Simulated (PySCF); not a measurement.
chloro(chlorosilyloxy)silane (Cl₂H₄OSi₂), SMILES Cl[SiH2]O[SiH2]Cl.

Geometry optimised at B3LYP-D3(BJ)/def2-SVP. The values are those of a single conformer.

The numbers are results of HF/def2-TZVP (PySCF), not measurements.

```yaml
total_energy: -1574.35278 hartree
point_group: C2
highest_occupied_level: -12.28 eV
lowest_empty_level: 3.13 eV
orbital_gap: 15.42 eV
dipole_moment: 1.67 D
quadrupole, principal values (traceless, Buckingham form, about the centre of nuclear charge): -5.06, -1.12, 6.17 D·Å
mean_static_polarisability: 66.6 bohr³ (9.87 Å³)
polarisability_principal_values: 63.0, 68.1, 68.8 bohr³
```
